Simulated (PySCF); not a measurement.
# Reading the logs of faulty runs: AlBCH6N

Calculated results; nothing here was measured. The program is PySCF 2.14.0, an open-source quantum chemistry code, run on an isolated molecule that a program drew, which may never have been made. The molecule is AlBCH6N (charge 0, doublet), drawn as the SMILES string `[BH][CH2][AlH][NH2]`.

Each row is a Hartree-Fock (HF) and frozen-core CCSD(T) single point in the cc-pV(D+d)Z basis, meant for a local HF minimum. Run 1 is clean. Each other run has one planted mistake out of seven kinds, and not every kind appears here: one electron removed, one electron added, multiplicity raised by two, geometry at a saddle point, minimal basis STO-3G, one bond length entered in bohr, all coordinates scaled. The reference is restricted for singlets and unrestricted otherwise, and also for a bond in bohr. Adding or removing an electron swaps singlet and doublet. Electrons count all cores. HOMO and LUMO are orbital energies over both spins, the gradient is its largest component, and the lowest frequency (negative if imaginary) is given only where the gradient is small. Bond lengths are over the 9 bonds as drawn. T1 is the CCSD diagnostic: over 0.02 (restricted) or 0.045 (unrestricted) a single reference is doubtful.

Geometry of the clean run:
```xyz
10
AlBCH6N, angstrom
B    -0.5659    1.5719   -0.9150
C     0.1828    0.9483    0.2594
Al   -1.0678    0.7798    1.7966
N    -1.7531   -0.7976    2.1782
H    -0.7596    2.7386   -1.1263
H     0.9875    1.5843    0.6548
H     0.5458   -0.0692    0.0849
H    -1.4175    1.9985    2.7351
H    -1.6115   -1.6420    1.6558
H    -2.3672   -0.9817    2.9499
```

| run | electrons | basis functions | <S^2> | HOMO (eV) | LUMO (eV) | gradient (hartree/bohr) | lowest frequency (cm^-1) | mean bond (Å) | longest bond (Å) | T1 | HF (hartree) | CCSD(T) (hartree) | mistake |
|---|---|---|---|---|---|---|---|---|---|---|---|---|---|
| 1 | 37 | 95 | 0.754 | -8.45 | 1.84 | 2.6e-05 | 32 | 1.3617 | 1.989 | 0.0145 | -362.39715 | -362.90155 | no fault |
| 2 | 38 | 95 | 0.000 | 0.97 | 6.41 | 4.2e-02 | - | 1.3617 | 1.989 | 0.0208 | -362.31344 | -362.85697 | one electron added |
| 3 | 37 | 95 | 0.754 | -8.17 | 2.14 | 6.4e-02 | - | 1.2759 | 1.863 | 0.0130 | -362.35726 | -362.85348 | all coordinates scaled |
| 4 | 37 | 95 | 1.759 | -6.77 | 1.01 | 1.7e-02 | - | 1.5358 | 3.329 | 0.0159 | -362.25873 | -362.72739 | one bond length entered in bohr |
| 5 | 37 | 95 | 3.763 | -5.67 | -1.75 | 9.1e-02 | - | 1.3617 | 1.989 | 0.0301 | -362.22084 | -362.71008 | multiplicity raised by two |
| 6 | 36 | 95 | 0.000 | -14.77 | -5.96 | 7.8e-02 | - | 1.3617 | 1.989 | 0.0191 | -362.13197 | -362.63289 | ? |

**Which mistake was planted in run 6, and what did it cost?**

It counts 36 electrons, one fewer than the clean run, at the same geometry and basis. So the mistake is: one electron removed. Subtracting run 1 and multiplying by 627.51 kcal/mol a hartree, the energy moved by 166.4 kcal/mol in HF and 168.6 kcal/mol in CCSD(T).

Cautions from the logs. Run 2: T1 is over the limit, so its CCSD(T) energy is less reliable and the HOMO is above zero, so the electron isn't bound and the energy depends on the basis.
